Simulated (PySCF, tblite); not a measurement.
Compound: C4H13NOSi.
Structure used (GFN2-xTB), in Å, numbered top down from 1:
```
atom  x, y, z in Å
C1    -2.1286    0.9412    0.9604
C2    -0.8775    0.7925    0.1047
C3    -0.4512   -0.6701   -0.0295
N4    -1.5205   -1.4051   -0.6924
C5     0.8981   -0.7964   -0.7564
Si6    2.3938   -0.0994    0.1758
O7     2.4929    1.4570   -0.2914
H8    -2.9236    0.3179    0.5603
H9    -1.9285    0.6280    1.9827
H10   -2.4614    1.9765    0.9743
H11   -1.0680    1.1948   -0.8934
H12   -0.0579    1.3631    0.5420
H13   -0.3551   -1.1046    0.9732
H14   -1.6397   -1.0582   -1.6394
H15   -1.2890   -2.3909   -0.7517
H16    0.8143   -0.3129   -1.7326
H17    1.0776   -1.8577   -0.9488
H18    2.2144   -0.1888    1.6280
H19    3.6230   -0.8090   -0.1961
H20    3.1819    2.0327    0.0273
```

Computed, not measured: PBE0/pcSseg-1 in PySCF (dipole) on a GFN2-xTB geometry, gas phase.

Take the most abundant isotopes and a rigid rotor. The values belong to one conformer with, in the numbering `[CH3:1][CH2:2][C@@H:3]([NH2:4])[CH2:5][SiH2:6][OH:7]`, C1–C2–C3–N4 62°, C2–C3–N4–H 64° and -177°, C2–C3–C5–Si6 67°, C3–C5–Si6–O7 -90°, C5–Si6–O7–H -179°.

Question: What are A, B and C (GHz)?

Answer: Ia = 155.01, Ib = 431.82, Ic = 530.88 u·Å²; 505379 MHz·u·Å²/I gives 3260, 1170 and 952.0 MHz, that is A = 3.2602, B = 1.1704, C = 0.9520 GHz.

Question: What kind of rotor is it?

Answer: An asymmetric top. Ray's parameter κ = (2B − A − C)/(A − C) = -0.811; −1 is the prolate and +1 the oblate limit.

Question: Is it planar, by Δ = Ic − Ia − Ib?

Answer: Not planar: Δ = Ic − Ia − Ib = -55.95 u·Å². For a rigid frame Δ = −2 Σ m c², so Σ m c² = 27.98 u·Å² lies off the ab plane: 12.74 from hydrogen and 15.23 from heavier atoms. The atom farthest from that plane is 1.78 Å away.

Question: Give the other two planar moments, Paa and Pbb, and the rms extents of the mass along the axes.

Answer: Paa = Σ m a² = (Ib + Ic − Ia)/2 = 403.84 and Pbb = Σ m b² = (Ia + Ic − Ib)/2 = 127.04 u·Å². With the mass M = 119.08 u, the rms extents √(P/M) along a, b and c are 1.84, 1.03, 0.48 Å.

Question: List the rotational levels J(Ka,Kc) to J = 3 (MHz).

Answer: Above 0(0,0):
J = 1: 1(0,1) 2122, 1(1,1) 4212, 1(1,0) 4431
J = 2: 2(0,2) 6351, 2(1,2) 8238, 2(1,1) 8894, 2(2,1) 15163, 2(2,0) 15179
J = 3: 3(0,3) 12653, 3(1,3) 14268, 3(1,2) 15578, 3(2,2) 21530, 3(2,1) 21611, 3(3,1) 32535, 3(3,0) 32536
Those of J = 1 are B + C, A + C and A + B.

Question: Which lines would a microwave search look for?

Answer: The dipole components are |μa| = 1.69 D, |μb| = 0.41 D, |μc| = 0.05 D. The squared components, which scale the intensities, stand as 1.00 : 0.06 : 0.00 (a : b : c). Some lines, for components of 0.1 D or more:

| type | branch | J(Ka,Kc) | MHz | lower level (cm⁻¹) |
| --- | --- | --- | --- | --- |
| b | R | 2(0,2) ← 1(1,1) | 2139 | 0.141 |
| b | Q | 1(1,0) ← 1(0,1) | 2308 | 0.071 |
| b | Q | 2(1,1) ← 2(0,2) | 2543 | 0.212 |
| a | R | 2(1,2) ← 1(1,1) | 4026 | 0.141 |
| a | R | 2(0,2) ← 1(0,1) | 4228 | 0.071 |
| b | R | 2(1,2) ← 1(0,1) | 6116 | 0.071 |
| b | Q | 2(2,0) ← 2(1,1) | 6286 | 0.297 |
| b | Q | 2(2,1) ← 2(1,2) | 6925 | 0.275 |
| b | R | 2(2,1) ← 1(1,0) | 10733 | 0.148 |
| b | R | 2(2,0) ← 1(1,1) | 10967 | 0.141 |

Question: Estimate the classical rotational partition function at 100 K, 298.15 K and 500 K.

Answer: Point group C1, symmetry number σ = 1; q = (√π/σ)·√((kT/h)³/(ABC)), k/h = 20836.6 MHz/K: 88500 at 100 K, 455000 at 298.15 K, 989000 at 500 K.

Its GFN2-xTB frequencies are all real (lowest 31 cm⁻¹). No vibrational averaging or centrifugal distortion is included, and the geometry carries the error of its method. A rigid rotor knows nothing of inversion at nitrogen or internal rotation, which can split or shift real lines. Quadrupole hyperfine structure (14N) is left out.
